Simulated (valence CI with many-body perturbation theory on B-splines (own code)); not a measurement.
## E1 line list for Zn25+

Method: valence CI with perturbative core correlation (CI+MBPT): three valence electrons over a frozen Dirac-Fock core [He], a basis of 11 s, 11 p, 10 d, 8 f, 5 g, 2 h functions for each j, with the one-electron correlation potential Σ1, the two-electron term Σ2, the three-electron term Σ3, Breit, model QED; selected CI, second order for the rest, scaled by the run's own slope (own B-spline code, finite nucleus).

No measured levels were compared; by estimate levels of excited configurations hold to 0.05 to 0.15 % of their energy, terms of the ground configuration to about 0.5 %.

Lines 151 to 200 of 577 in falling wavelength, among levels below 16506 × 10³ cm⁻¹, chosen from the strongest by gf and those to the six lowest levels. Wavelengths and rates use the calculated energies, so an error of 900 cm⁻¹ moves a line at 101.9 Å by 0.092 % and its rate by three times that or more. Electric multipoles are in the length gauge, E1 and E2 with the static RPA response of the core. Weak lines are less certain than strong ones. Lines between different terms over intervals too small for the method are left out, as are lines whose strength nearly cancels. Where a level lies close to another of its J and parity, the split of strength between their lines is uncertain. The highest levels of a list are the least certain.

Levels are named by their leading jj configuration (3d3/2^4 stands for four electrons in 3d with j = 3/2), which in mixed levels can hold well under half, so a name can repeat and another be missing. Letters in brackets count levels of one name in rising energy.

```
λ vac (Å)                       Upper                       Lower   A (s⁻¹)  S (a.u.) with core polarisation  S without
    101.9  (2s 2p3/2 3p1/2) J=3/2 [b]          (2s^2 3p1/2) J=1/2  2.63e+10                         5.48e-02   5.50e-02
    101.5       (2p3/2^2 3d5/2) J=9/2      (2s 2p3/2 3d5/2) J=9/2  8.09e+09                         4.18e-02   4.19e-02
    99.27  (2s 2p3/2 3d5/2) J=3/2 [b]          (2s^2 3d5/2) J=5/2  3.21e+10                         6.19e-02   6.21e-02
    94.85       (2p1/2 2p3/2^2) J=1/2  (2s 2p1/2 2p3/2) J=3/2 [b]  4.29e+10                         3.61e-02   3.62e-02
    93.50      (2s 2p1/2 2p3/2) J=1/2          (2s^2 2p1/2) J=1/2  5.48e+10                         4.42e-02   4.44e-02
    92.22          (2s 2p3/2^2) J=1/2          (2s^2 2p3/2) J=3/2  4.69e+10                         3.63e-02   3.64e-02
    91.47       (2p1/2^2 2p3/2) J=3/2          (2s 2p1/2^2) J=1/2  1.59e+10                         2.40e-02   2.41e-02
    91.15          (2s 2p3/2^2) J=3/2          (2s^2 2p3/2) J=3/2  6.41e+10                         9.58e-02   9.61e-02
    88.26       (2p1/2 2p3/2^2) J=5/2      (2s 2p1/2 2p3/2) J=5/2  6.39e+09                         1.30e-02   1.31e-02
    86.17       (2p1/2 2p3/2^2) J=3/2  (2s 2p1/2 2p3/2) J=3/2 [a]  9.34e+09                         1.18e-02   1.18e-02
    83.85             (2p3/2^3) J=3/2  (2s 2p1/2 2p3/2) J=3/2 [b]  6.19e+09                         7.21e-03   7.23e-03
    75.81          (2s 2p3/2^2) J=3/2          (2s^2 2p1/2) J=1/2  7.06e+09                         6.07e-03   6.09e-03
    29.03      (2s 2p1/2 4f7/2) J=9/2      (2s 2p3/2 3d3/2) J=7/2  1.81e+11                         2.19e-02   2.19e-02
    28.74  (2s 2p1/2 4f5/2) J=5/2 [b]  (2s 2p3/2 3d5/2) J=3/2 [a]  3.29e+11                         2.31e-02   2.31e-02
    28.45  (2s 2p3/2 4f7/2) J=9/2 [b]   (2p1/2 2p3/2 3p3/2) J=7/2  1.07e+11                         1.22e-02   1.22e-02
    28.05      (2s 2p1/2 4f7/2) J=9/2  (2s 2p3/2 3d5/2) J=7/2 [a]  2.30e+11                         2.51e-02   2.51e-02
    27.75  (2s 2p3/2 4f5/2) J=3/2 [a]      (2s 2p3/2 3d5/2) J=1/2  3.43e+11                         1.45e-02   1.45e-02
    27.71  (2s 2p1/2 4f7/2) J=7/2 [a]  (2s 2p1/2 3d5/2) J=5/2 [b]  4.30e+11                         3.62e-02   3.62e-02
    27.68  (2s 2p3/2 4p3/2) J=5/2 [b]  (2s 2p3/2 3d5/2) J=7/2 [b]  1.83e+11                         1.15e-02   1.15e-02
    27.67  (2s 2p1/2 4f5/2) J=5/2 [a]      (2s 2p1/2 3d5/2) J=3/2  4.51e+11                         2.83e-02   2.83e-02
    27.66      (2s 2p3/2 4f7/2) J=3/2      (2s 2p3/2 3d5/2) J=1/2  3.92e+12                         1.64e-01   1.64e-01
    27.58  (2s 2p3/2 4f7/2) J=7/2 [a]      (2s 2p3/2 3d3/2) J=7/2  7.73e+11                         6.40e-02   6.40e-02
    27.54      (2s 2p3/2 4f5/2) J=9/2      (2s 2p3/2 3d3/2) J=7/2  5.83e+12                         6.01e-01   6.01e-01
    27.46  (2s 2p1/2 4f5/2) J=5/2 [a]     (2s 2p3/2 3s) J=3/2 [b]  1.82e+11                         1.12e-02   1.12e-02
    27.44      (2s 2p3/2 4p3/2) J=7/2      (2s 2p3/2 3d5/2) J=9/2  1.58e+11                         1.29e-02   1.29e-02
    27.38  (2s 2p3/2 4f5/2) J=5/2 [a]  (2s 2p3/2 3d5/2) J=3/2 [a]  6.46e+11                         3.93e-02   3.93e-02
    27.38      (2s 2p1/2 4f5/2) J=7/2  (2s 2p1/2 3d5/2) J=5/2 [b]  9.16e+11                         7.42e-02   7.42e-02
    27.36      (2s 2p1/2 4f7/2) J=5/2  (2s 2p1/2 3d5/2) J=5/2 [b]  3.03e+11                         1.84e-02   1.84e-02
    27.35     (2s 2p3/2 4s) J=3/2 [a]  (2s 2p3/2 3p3/2) J=5/2 [a]  4.37e+11                         1.76e-02   1.76e-02
    27.32  (2s 2p1/2 4f5/2) J=5/2 [b]  (2s 2p1/2 3d5/2) J=5/2 [b]  1.79e+11                         1.08e-02   1.08e-02
    27.31  (2s 2p3/2 4f7/2) J=5/2 [a]  (2s 2p3/2 3d5/2) J=3/2 [a]  3.59e+12                         2.17e-01   2.17e-01
    27.30  (2s 2p1/2 4f7/2) J=7/2 [b]  (2s 2p1/2 3d5/2) J=5/2 [b]  4.44e+12                         3.56e-01   3.56e-01
    27.26      (2s 2p3/2 4f7/2) J=3/2  (2s 2p3/2 3d5/2) J=3/2 [a]  1.60e+12                         6.39e-02   6.40e-02
    27.24  (2s 2p1/2 4f5/2) J=5/2 [b]      (2s 2p1/2 3d5/2) J=3/2  3.47e+12                         2.08e-01   2.08e-01
    27.24     (2s 2p1/2 4s) J=1/2 [b]  (2s 2p1/2 3p3/2) J=3/2 [b]  5.46e+11                         1.09e-02   1.09e-02
    27.22     (2s 2p1/2 4s) J=1/2 [a]  (2s 2p1/2 3p3/2) J=3/2 [a]  7.06e+11                         1.41e-02   1.40e-02
    27.21  (2s 2p1/2 4f5/2) J=5/2 [a]  (2s 2p1/2 3d3/2) J=3/2 [b]  4.22e+11                         2.52e-02   2.52e-02
    27.20  (2s 2p3/2 4f5/2) J=3/2 [b]  (2s 2p3/2 3d5/2) J=3/2 [b]  6.92e+11                         2.75e-02   2.75e-02
    27.18  (2s 2p3/2 4f7/2) J=5/2 [b]  (2s 2p3/2 3d5/2) J=3/2 [b]  4.61e+12                         2.74e-01   2.74e-01
    27.17          (2p1/2^2 4s) J=1/2       (2p1/2^2 3p3/2) J=3/2  6.01e+11                         1.19e-02   1.19e-02
    27.10         (2s 2p1/2 4s) J=3/2      (2s 2p1/2 3p3/2) J=5/2  5.88e+11                         2.31e-02   2.31e-02
    27.10  (2s 2p3/2 4f5/2) J=7/2 [a]  (2s 2p3/2 3d5/2) J=5/2 [a]  1.76e+11                         1.39e-02   1.39e-02
    27.08  (2s 2p3/2 4f5/2) J=5/2 [b]  (2s 2p3/2 3d5/2) J=5/2 [b]  1.85e+11                         1.09e-02   1.09e-02
    27.06  (2s 2p1/2 4f7/2) J=7/2 [a]  (2s 2p1/2 3d5/2) J=5/2 [a]  2.89e+12                         2.26e-01   2.26e-01
    27.06  (2s 2p3/2 4f7/2) J=7/2 [b]  (2s 2p3/2 3d5/2) J=5/2 [b]  5.14e+12                         4.02e-01   4.02e-01
    27.06             (2s^2 4s) J=1/2          (2s^2 3p3/2) J=3/2  8.18e+11                         1.60e-02   1.60e-02
    27.06  (2s 2p3/2 4f5/2) J=3/2 [b]  (2s 2p3/2 3d3/2) J=1/2 [b]  4.34e+12                         1.70e-01   1.70e-01
    27.05  (2s 2p3/2 4f7/2) J=7/2 [a]  (2s 2p3/2 3d5/2) J=5/2 [a]  4.78e+12                         3.73e-01   3.74e-01
    27.04  (2s 2p1/2 4f5/2) J=5/2 [b]     (2s 2p3/2 3s) J=3/2 [b]  1.26e+12                         7.38e-02   7.38e-02
    27.03     (2s 2p3/2 4s) J=3/2 [b]  (2s 2p3/2 3p3/2) J=5/2 [b]  5.75e+11                         2.24e-02   2.24e-02
```
